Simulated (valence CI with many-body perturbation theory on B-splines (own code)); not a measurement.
## Forbidden lines of Ho44+

Computed by relativistic CI+MBPT: five valence electrons over a frozen Dirac-Fock core [Ar], radial functions for each j: 7 s, 7 p, 8 d, 6 f, 4 g, 1 h, with the one-electron correlation potential Σ1 (screened to all orders), the two-electron term Σ2, the three-electron term Σ3, Breit, model QED; selected single and double excitations, second order for the rest, scaled by the run's own slope (own B-spline code, finite nucleus).

The last digits are not significant, and no measured levels were compared; by estimate large intervals hold to a few tenths of a per cent, small ones and those within an open d or f shell to about a per cent. Among the levels kept, up to 260 cm⁻¹ of a level comes from second order outside the variational space, and about a tenth of that is noise between levels of different J, which matters for small intervals. Only levels of the ground parity were solved; by the run's estimate the other parity begins above the list, which can be wrong where configurations are misplaced.

Lines 1 to 50 of 120 in falling wavelength, among levels below 192.67 eV, chosen from the decays that carry over 1 % of a level's rate. Wavelengths and rates use the calculated energies. Electric multipoles are in the length gauge, E1 and E2 with the static RPA response of the core. S is in atomic units (e²a₀⁴ for E2 and M2, e²a₀⁶ for E3), for M1 in squared Bohr magnetons. Weak lines are less certain than strong ones. Lines between different terms over intervals too small for the method are left out, as are lines whose strength nearly cancels.

Levels are named by their leading jj configuration (3d3/2^4 stands for four electrons in 3d with j = 3/2), which in mixed levels can hold well under half, so a name can repeat and another be missing. Letters in brackets count levels of one name in rising energy.

| λ vac (Å) | Upper | Lower | Type | A (s⁻¹) | S (a.u.) |
| --- | --- | --- | --- | --- | --- |
| 9097 | (3d3/2^3 3d5/2^2) J=11/2 | (3d3/2^3 3d5/2^2) J=7/2 [a] | E2 | 4.54e-08 | 3.03e-05 |
| 2826 | (3d3/2^3 3d5/2^2) J=9/2 | (3d3/2^3 3d5/2^2) J=11/2 | M1 | 4.20e+02 | 3.52e+00 |
| 2156 | (3d3/2^3 3d5/2^2) J=9/2 | (3d3/2^3 3d5/2^2) J=7/2 [a] | M1 | 1.06e+03 | 3.95e+00 |
| 1731 | (3d3/2^3 3d5/2^2) J=5/2 [b] | (3d3/2^3 3d5/2^2) J=3/2 [a] | M1 | 1.67e+03 | 1.92e+00 |
| 1320 | (3d3/2^3 3d5/2^2) J=1/2 | (3d3/2^3 3d5/2^2) J=3/2 [a] | M1 | 1.12e+04 | 1.91e+00 |
| 1161 | (3d3/2^3 3d5/2^2) J=7/2 [a] | (3d3/2^3 3d5/2^2) J=5/2 [a] | M1 | 6.40e+03 | 2.97e+00 |
| 957.9 | (3d3/2^3 3d5/2^2) J=7/2 [b] | (3d3/2^3 3d5/2^2) J=7/2 [a] | M1 | 2.71e+03 | 7.06e-01 |
| 821.9 | (3d3/2^3 3d5/2^2) J=3/2 [b] | (3d3/2^3 3d5/2^2) J=1/2 | M1 | 2.50e+03 | 2.05e-01 |
| 812.9 | (3d3/2^2 3d5/2^3) J=7/2 [b] | (3d3/2^2 3d5/2^3) J=7/2 [a] | M1 | 4.61e+03 | 7.35e-01 |
| 790.3 | (3d3/2^2 3d5/2^3) J=1/2 [b] | (3d3/2^2 3d5/2^3) J=3/2 [a] | M1 | 1.99e+04 | 7.30e-01 |
| 726.5 | (3d3/2^2 3d5/2^3) J=9/2 [c] | (3d3/2^2 3d5/2^3) J=9/2 [b] | M1 | 1.85e+04 | 2.63e+00 |
| 716.1 | (3d3/2^3 3d5/2^2) J=3/2 [b] | (3d3/2^3 3d5/2^2) J=5/2 [b] | M1 | 7.30e+03 | 3.97e-01 |
| 646.6 | (3d3/2^3 3d5/2^2) J=5/2 [b] | (3d3/2^3 3d5/2^2) J=5/2 [a] | M1 | 3.81e+04 | 2.29e+00 |
| 630.3 | (3d3/2^2 3d5/2^3) J=1/2 [a] | (3d3/2^3 3d5/2^2) J=3/2 [b] | M1 | 4.06e+04 | 7.55e-01 |
| 582.7 | (3d3/2^2 3d5/2^3) J=3/2 [c] | (3d3/2^2 3d5/2^3) J=1/2 [b] | M1 | 1.21e+04 | 3.55e-01 |
| 558.2 | (3d3/2^2 3d5/2^3) J=5/2 [b] | (3d3/2^3 3d5/2^2) J=3/2 [b] | M1 | 3.04e+04 | 1.18e+00 |
| 506.5 | (3d3/2^3 3d5/2^2) J=3/2 [b] | (3d3/2^3 3d5/2^2) J=3/2 [a] | M1 | 1.90e+04 | 3.66e-01 |
| 491.7 | (3d3/2^2 3d5/2^3) J=3/2 [b] | (3d3/2^2 3d5/2^3) J=5/2 [a] | M1 | 1.18e+04 | 2.08e-01 |
| 456.8 | (3d3/2^2 3d5/2^3) J=3/2 [c] | (3d3/2^2 3d5/2^3) J=5/2 [c] | M1 | 2.59e+04 | 3.66e-01 |
| 425.3 | (3d3/2^2 3d5/2^3) J=9/2 [a] | (3d3/2^3 3d5/2^2) J=7/2 [b] | M1 | 6.04e+04 | 1.72e+00 |
| 404.0 | (3d3/2^2 3d5/2^3) J=5/2 [c] | (3d3/2^3 3d5/2^2) J=3/2 [b] | M1 | 1.68e+05 | 2.46e+00 |
| 398.3 | (3d3/2^2 3d5/2^3) J=7/2 [a] | (3d3/2^3 3d5/2^2) J=5/2 [b] | M1 | 1.29e+05 | 2.42e+00 |
| 396.9 | (3d3/2^2 3d5/2^3) J=5/2 [a] | (3d3/2^3 3d5/2^2) J=3/2 [a] | M1 | 1.67e+04 | 2.33e-01 |
| 387.8 | (3d3/2^2 3d5/2^3) J=3/2 [b] | (3d3/2^3 3d5/2^2) J=3/2 [b] | M1 | 6.34e+03 | 5.48e-02 |
| 380.7 | (3d3/2^2 3d5/2^3) J=5/2 [a] | (3d3/2^3 3d5/2^2) J=7/2 [a] | M1 | 1.25e+05 | 1.53e+00 |
| 373.9 | (3d3/2^3 3d5/2^2) J=5/2 [a] | (3d3/2^4 3d5/2) J=5/2 | M1 | 6.93e+05 | 8.06e+00 |
| 366.0 | (3d3/2^2 3d5/2^3) J=7/2 [a] | (3d3/2^3 3d5/2^2) J=9/2 | M1 | 2.07e+05 | 3.02e+00 |
| 364.7 | (3d3/2 3d5/2^4) J=7/2 [a] | (3d3/2^2 3d5/2^3) J=5/2 [c] | M1 | 1.15e+05 | 1.66e+00 |
| 358.8 | (3d3/2^2 3d5/2^3) J=11/2 | (3d3/2^3 3d5/2^2) J=9/2 | M1 | 8.22e+04 | 1.69e+00 |
| 356.7 | (3d3/2^2 3d5/2^3) J=1/2 [a] | (3d3/2^3 3d5/2^2) J=1/2 | M1 | 3.70e+05 | 1.24e+00 |
| 353.4 | (3d3/2^2 3d5/2^3) J=5/2 [b] | (3d3/2^3 3d5/2^2) J=7/2 [b] | M1 | 8.63e+04 | 8.47e-01 |
| 351.3 | (3d3/2 3d5/2^4) J=5/2 [a] | (3d3/2^2 3d5/2^3) J=3/2 [a] | M1 | 1.22e+05 | 1.18e+00 |
| 344.9 | (3d3/2^2 3d5/2^3) J=3/2 [a] | (3d3/2^3 3d5/2^2) J=1/2 | M1 | 6.55e+04 | 3.98e-01 |
| 339.8 | (3d3/2^3 3d5/2^2) J=3/2 [b] | (3d3/2^3 3d5/2^2) J=5/2 [a] | M1 | 1.61e+04 | 9.39e-02 |
| 339.2 | (3d3/2^2 3d5/2^3) J=1/2 [b] | (3d3/2^3 3d5/2^2) J=3/2 [b] | M1 | 9.99e+03 | 2.89e-02 |
| 334.6 | (3d3/2 3d5/2^4) J=3/2 [a] | (3d3/2^2 3d5/2^3) J=5/2 [c] | M1 | 1.62e+05 | 9.00e-01 |
| 328.2 | (3d3/2 3d5/2^4) J=7/2 [a] | (3d3/2^2 3d5/2^3) J=9/2 [b] | M1 | 1.28e+05 | 1.34e+00 |
| 324.8 | (3d3/2^2 3d5/2^3) J=3/2 [a] | (3d3/2^3 3d5/2^2) J=5/2 [b] | M1 | 2.74e+05 | 1.39e+00 |
| 323.4 | (3d3/2^2 3d5/2^3) J=5/2 [d] | (3d3/2^2 3d5/2^3) J=5/2 [b] | M1 | 6.89e+04 | 5.18e-01 |
| 318.4 | (3d3/2^2 3d5/2^3) J=11/2 | (3d3/2^3 3d5/2^2) J=11/2 | M1 | 5.14e+05 | 7.38e+00 |
| 314.8 | (3d3/2 3d5/2^4) J=11/2 | (3d3/2^2 3d5/2^3) J=9/2 [b] | M1 | 1.18e+05 | 1.64e+00 |
| 313.7 | (3d3/2^2 3d5/2^3) J=5/2 [b] | (3d3/2^3 3d5/2^2) J=5/2 [b] | M1 | 3.54e+05 | 2.43e+00 |
| 312.9 | (3d3/2^2 3d5/2^3) J=7/2 [a] | (3d3/2^3 3d5/2^2) J=7/2 [a] | M1 | 3.11e+05 | 2.83e+00 |
| 312.4 | (3d3/2^2 3d5/2^3) J=5/2 [d] | (3d3/2^2 3d5/2^3) J=3/2 [a] | M1 | 5.08e+04 | 3.45e-01 |
| 311.7 | (3d3/2^2 3d5/2^3) J=9/2 [b] | (3d3/2^3 3d5/2^2) J=7/2 [b] | M1 | 9.65e+04 | 1.08e+00 |
| 304.4 | (3d3/2^2 3d5/2^3) J=9/2 [a] | (3d3/2^3 3d5/2^2) J=11/2 | M1 | 2.08e+05 | 2.17e+00 |
| 295.7 | (3d3/2^2 3d5/2^3) J=7/2 [b] | (3d3/2^3 3d5/2^2) J=7/2 [b] | M1 | 1.00e+05 | 7.68e-01 |
| 294.5 | (3d3/2^2 3d5/2^3) J=9/2 [a] | (3d3/2^3 3d5/2^2) J=7/2 [a] | M1 | 3.14e+05 | 2.97e+00 |
| 292.8 | (3d3/2 3d5/2^4) J=5/2 [a] | (3d3/2^2 3d5/2^3) J=7/2 [a] | M1 | 4.84e+05 | 2.70e+00 |
| 291.9 | (3d3/2 3d5/2^4) J=7/2 [a] | (3d3/2^2 3d5/2^3) J=5/2 [b] | M1 | 2.98e+05 | 2.20e+00 |
